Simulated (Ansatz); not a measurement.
Species: AlI$_{3}$, SMILES `[I][Al]([I])[I]` (charge 0, multiplicity 1).

Problem. Give a relaxed geometry from B3LYP-D3(BJ)/def2-TZVP run with Ansatz (a quantum-chemistry and plane-wave program).

Solution. the end point of this relaxation (outside a Z-matrix the atoms follow the SMILES, hydrogens last).
Z-matrix (Å, degrees):
```
Al
I 1 2.4632
I 1 2.4633 2 120.00
I 1 2.4633 2 120.00 3 179.99
```
